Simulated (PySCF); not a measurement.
The dipole of `[SiH3]N([SiH3])[SiH2]S` from its density and from atomic charges.

Coordinates (GFN2-xTB, Å) and charges (e) from the PBE0/pcSseg-1 density (PySCF):

```json
{"atom": "Si1", "x": "-1.266", "y": "1.358", "z": "-0.267", "Mulliken": "+0.6484", "IAO": "+0.7381", "Hirshfeld": "+0.3483", "ESP-fitted": "+0.5935"}
{"atom": "N2", "x": "-0.316", "y": "-0.038", "z": "0.199", "Mulliken": "-1.0738", "IAO": "-1.0333", "Hirshfeld": "-0.3459", "ESP-fitted": "-0.5403"}
{"atom": "Si3", "x": "-0.643", "y": "-1.639", "z": "-0.417", "Mulliken": "+0.6305", "IAO": "+0.7384", "Hirshfeld": "+0.3492", "ESP-fitted": "+0.4218"}
{"atom": "Si4", "x": "1.153", "y": "0.262", "z": "1.071", "Mulliken": "+0.6648", "IAO": "+0.8053", "Hirshfeld": "+0.3449", "ESP-fitted": "+0.4770"}
{"atom": "S5", "x": "2.735", "y": "0.792", "z": "-0.281", "Mulliken": "-0.3800", "IAO": "-0.3389", "Hirshfeld": "-0.1528", "ESP-fitted": "-0.4062"}
{"atom": "H6", "x": "-1.668", "y": "2.028", "z": "0.970", "Mulliken": "-0.0850", "IAO": "-0.1299", "Hirshfeld": "-0.0767", "ESP-fitted": "-0.1384"}
{"atom": "H7", "x": "-2.414", "y": "0.857", "z": "-1.014", "Mulliken": "-0.1028", "IAO": "-0.1206", "Hirshfeld": "-0.0717", "ESP-fitted": "-0.1101"}
{"atom": "H8", "x": "-0.460", "y": "2.252", "z": "-1.101", "Mulliken": "-0.0733", "IAO": "-0.1283", "Hirshfeld": "-0.0789", "ESP-fitted": "-0.1392"}
{"atom": "H9", "x": "-0.177", "y": "-2.592", "z": "0.590", "Mulliken": "-0.0888", "IAO": "-0.1239", "Hirshfeld": "-0.0743", "ESP-fitted": "-0.0762"}
{"atom": "H10", "x": "0.090", "y": "-1.846", "z": "-1.673", "Mulliken": "-0.0933", "IAO": "-0.1474", "Hirshfeld": "-0.0843", "ESP-fitted": "-0.0964"}
{"atom": "H11", "x": "-2.081", "y": "-1.746", "z": "-0.628", "Mulliken": "-0.0866", "IAO": "-0.1196", "Hirshfeld": "-0.0711", "ESP-fitted": "-0.0759"}
{"atom": "H12", "x": "1.535", "y": "-0.955", "z": "1.774", "Mulliken": "-0.0568", "IAO": "-0.1264", "Hirshfeld": "-0.0749", "ESP-fitted": "-0.1019"}
{"atom": "H13", "x": "1.012", "y": "1.426", "z": "1.927", "Mulliken": "-0.0567", "IAO": "-0.1156", "Hirshfeld": "-0.0671", "ESP-fitted": "-0.0242"}
{"atom": "H14", "x": "2.499", "y": "-0.160", "z": "-1.172", "Mulliken": "+0.1532", "IAO": "+0.1022", "Hirshfeld": "+0.0551", "ESP-fitted": "+0.2165"}
```

Task: Compute μ = Σ q r for each scheme (1 e·Å = 4.803 D) and compare with the dipole of the full density.

Result: The full density gives (-1.58, -0.97, -0.04) D, 1.85 D in size; dipole vectors point from the negative to the positive end.

```csv
scheme,μx,μy,μz,size (D),share of the full size (%),angle to the full dipole (°)
Mulliken,-1.49,-0.78,0.20,1.69,91,9
IAO,-1.50,-0.68,0.32,1.67,90,14
Hirshfeld,-0.63,-0.35,0.03,0.72,39,4
ESP-fitted,-1.58,-1.03,-0.01,1.89,102,2
```

Task: Which set comes closest?

Result: Length of the difference vector: ESP-fitted 0.07 D, Mulliken 0.32 D, IAO 0.47 D, Hirshfeld 1.14 D. Closest: ESP-fitted. 

Task: What is left for the Hirshfeld atoms' own dipoles?

Result: The shares of the density sum to the whole, so what Σ q r misses lies in dipoles about the nuclei. The atomic dipoles sum to (-1.58, -0.97, -0.04) − (-0.63, -0.35, 0.03) = (-0.95, -0.62, -0.07) D, 1.14 D in size.

Task: With the origin at the mean of the coordinates, (0.000, 0.000, -0.002) Å, which are the largest single terms, by size, of the Hirshfeld dipole along the direction of the full one?

Result: Si3 +2.37, S5 +2.01, Si4 -1.90, H11 -0.92, Si1 +0.63 D; all 14 atoms together +0.72 D. The single terms depend on the origin, their sum doesn't.

Task: Give the size of the full dipole in other units.

Result: 1.85 D = 0.728 au = 0.385 e·Å = 6.17 × 10⁻³⁰ C·m.

One conformer (not necessarily the lowest) at the GFN2-xTB geometry, without solvent, vibrations or thermal averaging.

Conformer computed: `[SiH3:1][N:2]([SiH3:3])[SiH2:4][SH:5]`: Si1–N2–Si4–S5 -81°, H–S5–Si4–N2 -45°.
